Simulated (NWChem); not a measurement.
Species: GeHOI, singlet; SMILES [OH][Ge][I]

```xyz
4

Ge     0.4003     1.3673     0.0000
I     -0.0180    -1.1638     0.0000
O     -1.3072     1.8849     0.0000
H     -1.3993     2.8472     0.0000
```
Atoms are numbered in this order, from 1.

Results from NWChem. Low-valent species are run as closed-shell singlets; no triplet was tried in these runs. Geometry: optimised at PBE0/def2-SVP. Not confirmed as a minimum by frequencies. def2 effective core potentials on I; no spin-orbit coupling. Ions are spin-unrestricted doublets at the neutral geometry; other ion states weren't tried.

For level PBE/def2-SVP:

* **vertical ionisation energy, ΔSCF (eV)**: 9.04
* **−ε(HOMO) (eV)**: 6.04

What are these values for level B3LYP/def2-SVP?


| Property | Result |
|---|---|
| vertical ionisation energy, ΔSCF (eV) | 9.23 |
| −ε(HOMO) (eV) | 6.87 |
